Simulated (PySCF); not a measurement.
C5H16Si2, SMILES C[Si](C)(C)CC[SiH3], GFN2-xTB optimised geometry. Atoms within 1.6 Å of the plane z = 0.8 Å (x, y, z in Å): C1 (2.01, -0.40, 0.00), Si2 (0.10, -0.40, 0.00), C4 (-0.53, 1.40, 0.00), C5 (-0.51, -1.31, 1.57), C6 (-2.04, -1.43, 1.66), H8 (2.41, 0.09, 0.88), H9 (2.41, -1.41, -0.02), H14 (-1.61, 1.44, -0.06), H16 (-0.23, 1.93, 0.90), H17 (-0.08, -2.32, 1.60), H19 (-2.41, -1.95, 0.77), H20 (-2.47, -0.43, 1.62).

Computed with PBE0/def2-SVP run with PySCF.

Map of the Laplacian of the electron density (e/bohr⁵), clipped to [-1.50, 1.50] on the plane z = 0.8 Å:

```
|9999999999999999999999999999999|
|9999999999999999999999999999999|
|9999999999999999999999999999999|
|9999999999999999999999999999999|
|9999999999999999999999999999999|
|9999999999999999999999999999999|
|9999999999999999999999999999999|
|9999999999999999999999999999999|
|9999999999999847999999999999999|
|9999999999999705999999999999999|
|9999999999999878999999999999999|
|9999999999999999999999999999999|
|9999999999999999999999999999999|
|9999999999999999999999999999999|
|9999999999999999999999758999999|
|9999999999999999999999507999999|
|9999999999999999999999869999999|
|9999999999999888999999999999999|
|9999999999999877899999999999999|
|9999999999999888999999999999999|
|9999999889999999999999999999999|
|9999997059999999999999999999999|
|9999998079999999999999999999999|
|9999999999999999999999999999999|
|9999999999999999999999999999999|
|9999999999999999999999999999999|
|9999999999999999999999999999999|
|9999999999999999999999999999999|
|9999999999999999999999999999999|
|9999999999999999999999999999999|
|9999999999999999999999999999999|
```
Scale: ten equal steps from -1.50 (start of '0') to 0.151 (end of '9'), in the order '0123456789'; x runs from -4.50 to 4.50, y from -4.50 (bottom) to 4.50 (top).
